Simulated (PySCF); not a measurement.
**H3VO, singlet: structure and spectrum**

Computed with PySCF, PBE0, basis V def2-TZVP, O def2-TZVP, H def2-TZVP (no relativity, density fitting).

The structure is a minimum.

* Point group: C3v
* Bond lengths: V–H 1.628 Å (×3), V–O 1.535 Å
* Bond angles: H–V–H 115.3° (×3), H–V–O 102.7° (×3)
* Principal quadrupole moments (Buckingham, traceless) about the centre of mass: -0.32, -0.32, 0.63 D Å
* Principal polarisabilities: 40.1, 42.0, 42.0 bohr³
* Rotational constants: 2.212, 0.4957, 0.4957 cm⁻¹
* Rotational symmetry number: 3
* Heat capacity Cp at 298.15 K: 54.3 J/(mol K)
* Dipole moment: 1.93 D
* Highest occupied level: -9.47 eV
* Entropy at 298.15 K and 1 bar: 247.4 J/(mol K)
* Zero-point energy: 59.8 kJ/mol
* Atomisation energy without zero-point energy: 1308 kJ/mol
* Enthalpy at 298.15 K above 0 K: 11.82 kJ/mol
* Lowest empty level: -3.33 eV

Harmonic modes (masses in u: V 50.944, O 15.995, H 1.008):
| symmetry | ω (cm⁻¹) | IR (km/mol, summed over degenerate members) | type |
| --- | --- | --- | --- |
| e | 594 | 11.4 | bend |
| a1 | 659 | 75.5 | bend |
| e | 675 | 166 | bend |
| a1 | 1182 | 210 | mixed |
| e | 1867 | 515 | stretch |
| a1 | 1882 | 60.8 | stretch |

In C3v the vibrations span 3e + 3a1.

Charges (e):
| atom | Mulliken | Löwdin | polar tensor | Mayer order to V1 |
| --- | --- | --- | --- | --- |
| V1 | 0.70 | 0.28 | 1.38 | – |
| O2 | -0.44 | -0.11 | -0.57 | 2.33 |
| H3,4,5 | -0.09 | -0.05 | -0.27 | 0.94 |

Mulliken populations on V1: s 6.53, p 12.47, d 3.27, f 0.02.

Stability towards spin polarisation was not tested. Other isomers or separated fragments may lie lower.

The final relaxation and frequency run took 40 s on 2 threads of a shared Intel Xeon Platinum 8488C (Sapphire Rapids) host, with 94 basis functions and 11 gradients; the process peaked at 1.3 GiB. Launch command: `OMP_NUM_THREADS=2 python axn.py task.json out`.
